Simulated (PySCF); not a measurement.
A structure optimised at PBE-D3(BJ)/def2-SVP, used in a PySCF frequency run:

```xyz
13

N     -1.3849     0.3039     1.3274
Si    -1.5450    -0.2873    -0.3148
Si     0.6089     0.0572    -1.2219
C      1.7010     0.5634     0.2787
F      1.5474    -0.3936     1.3006
H     -0.5715    -0.0551     1.8399
H     -2.2126     0.3121     1.9305
H     -2.5866     0.5423    -1.0199
H     -1.9569    -1.7346    -0.5055
H      0.6568     1.1829    -2.2249
H      1.1854    -1.1757    -1.8668
H      1.3723     1.5521     0.6688
H      2.7809     0.6322     0.0217
```
Charge 0, spin multiplicity 1.

Write its SMILES and formula.

N[SiH2][SiH2]CF, CH₈FNSi₂

What are its rotational constants (standard atomic weights)?

3.6587, 2.1798, 1.5199 GHz
